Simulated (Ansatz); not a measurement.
Reaction (ligand exchange at the Si–C bond): `C[SiH2]CSS` + `N[SiH3]` → `C[SiH2]N[SiH3]` + `CSS`

Program: Ansatz. Geometries: PBE0-D4/def2-TZVP. ΔE: electronic, gas phase. CCSD(T)/CBS adds triple-zeta CCSD(T) − MP2 to the extrapolated MP2 energy (def2 sets, frozen cores). This one scheme is used for every species. Functionals use def2-TZVPP. B3LYP here is the variant with VWN-RPA as its local correlation; programs differ in this. Each species was taken in one conformer, which may not be the lowest.

`C[SiH2]CSS`:

Z-matrix (Å, degrees):
```
C
Si 1 1.867
H 1 1.092 2 110.5
H 1 1.092 2 110.9 3 -120.0
H 1 1.093 2 111.0 3 119.9
C 2 1.884 1 110.3 3 -57.0
H 2 1.491 1 110.6 3 -177.0
H 2 1.488 1 110.4 3 63.7
S 6 1.817 2 113.3 1 60.8
H 6 1.097 2 109.5 1 -54.9
H 6 1.092 2 113.1 1 -174.3
S 9 2.035 6 104.0 2 74.6
H 12 1.348 9 99.9 6 -87.9
```

`N[SiH3]`:

Z-matrix (Å, degrees):
```
Si
N 1 1.720
H 1 1.486 2 107.9
H 1 1.494 2 116.0 3 -120.3
H 1 1.486 2 107.9 3 119.4
H 2 1.007 1 119.6 3 -168.6
H 2 1.007 1 119.6 3 49.2
```

`C[SiH2]N[SiH3]`:

Z-matrix (Å, degrees):
```
C
Si 1 1.865
H 1 1.094 2 110.6
H 1 1.093 2 110.9 3 120.2
H 1 1.093 2 111.0 3 -119.6
N 2 1.730 1 112.8 3 179.6
H 2 1.491 1 108.4 3 57.3
H 2 1.487 1 110.4 3 -61.8
Si 6 1.724 2 128.4 1 114.8
H 6 1.011 2 115.9 1 -70.0
H 9 1.489 6 109.9 2 -142.1
H 9 1.491 6 113.5 2 97.9
H 9 1.485 6 108.1 2 -22.2
```

`CSS`:

Cartesian coordinates in Å:
```
C -0.748 0.251 -0.564
S -0.405 -0.490 1.043
S 1.529 0.045 1.390
H -0.153 -0.217 -1.347
H -0.567 1.325 -0.540
H -1.808 0.068 -0.759
H 2.152 -0.983 0.778
```

| level | ΔE (kcal/mol) | difference from CCSD(T)/CBS |
| --- | --- | --- |
| PBE-D4 | -13.1 | 1.9 |
| PBE0-D4 | -14.0 | 1.0 |
| B3LYP-D4 | -15.1 | -0.1 |
| ωB97X-V | -15.1 | -0.1 |
| ωB97M-V | -14.9 | 0.1 |
| B2PLYP | -16.1 | -1.1 |
| PBE | -13.8 | 1.2 |
| HF/def2-TZVPP | -19.3 | -4.3 |
| MP2/def2-TZVPP | -15.1 | -0.1 |
| SCS-MP2/def2-TZVPP | -16.0 | -1.0 |
| CCSD/def2-TZVPP | -15.9 | -0.9 |
| CCSD(T)/def2-TZVPP | -15.2 | -0.2 |
| HF/def2-QZVPP | -19.6 | -4.6 |
| MP2/def2-QZVPP | -15.1 | -0.1 |
| SCS-MP2/def2-QZVPP | -16.0 | -1.0 |
| CCSD/CBS(def2) | -15.7 | -0.7 |
| CCSD(T)/CBS | -15.0 | 0 |

Largest T1 diagnostic among the species: 0.011.

In def2-TZVPP, CCSD(T) changes the Hartree–Fock value by +4.1 kcal/mol (the triples alone add +0.7 kcal/mol) and MP2 by +4.2 kcal/mol. The D4 term adds +1.2 kcal/mol with B3LYP and +0.7 kcal/mol with PBE0; it sums over pairs of atoms, weighted by their polarisabilities, and B3LYP, whose exchange is more repulsive, gets the larger term. From PBE to PBE0 (25 % exact exchange), in def2-TZVPP and without D4, ΔE moves by −0.9 kcal/mol.
